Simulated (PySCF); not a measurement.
**Static response to an electric field**

Species: C2H5F3OSi.
Numbering: `[CH3:1][O:2][Si:3]([F:4])([F:5])[CH2:6][F:7]` (hydrogens: H8, H9, H10 on C1; H11, H12 on C6)

Cartesian coordinates in Å at the GFN2-xTB level; atoms count from 1:
```xyz
12
C2H5F3OSi angstrom
C      1.9127   -0.4882    0.5011
O      1.0835    0.4253   -0.1792
Si    -0.4009    0.9524    0.0286
F     -0.6679    1.8383   -1.2643
F     -0.5156    1.9967    1.2368
C     -1.7696   -0.3568    0.2372
F     -1.2383   -1.5662    0.6539
H      2.7983   -0.6395   -0.1151
H      1.3996   -1.4385    0.6487
H      2.2042   -0.0806    1.4699
H     -2.5149   -0.0795    0.9874
H     -2.2900   -0.5641   -0.7018
```

Level: CAM-B3LYP/def2-SVPD (PySCF), static field, nuclei fixed, core orbitals frozen in the response. The polarisability tensor in these axes (au):

```
x   56.19 -1.32  0.90
y   -1.32 50.63 -1.33
z    0.90 -1.33 46.34
```

Q: What are the eigenvalues, a third of the trace, and Δα (Δα² = ½Σ(αi − αj)² over the three pairs)?

A: Principal values 45.94, 50.60 and 56.62 au; mean 51.05 au = 7.57 Å³ = 8.42 × 10⁻⁴⁰ C²·m²/J; Δα = 9.28 au (18 % of the mean).

Q: What is the dipole moment, and where does it point?

A: (0.06, -1.67, 0.56) D, 1.76 D in size, pointing from the negative to the positive side. Measured along this direction, the outermost atoms are F4 at the negative end and F7 and H9 at the positive end.

Q: What depolarisation ratio follows for Rayleigh scattering of linearly polarised light, taking the static tensor?

A: ρ = 3Δα²/(45ᾱ² + 4Δα²) = 258.4/(117295 + 344.5) = 0.0022.

Q: Traceless (Buckingham) quadrupole moment about the centre of nuclear charge: eigenvalues?

A: -9.81, -2.26, 12.07 D·Å. The values depend on the origin, since the dipole doesn't vanish. The electronic extent ⟨r²⟩ about the same centre is 910 bohr², a root-mean-square distance of 1.97 Å for the 66 electrons.

Q: Directions of the eigenvectors, and the extent of the frame along each?

A: Largest value along (0.96, -0.24, 0.11), where the nuclei span 5.13 Å; middle along (0.26, 0.94, -0.24), 3.79 Å; least along (-0.05, 0.26, 0.96), 2.45 Å. The response follows the extents in order.

One conformer (not necessarily the lowest) at the GFN2-xTB geometry, without solvent, vibrations or thermal averaging.
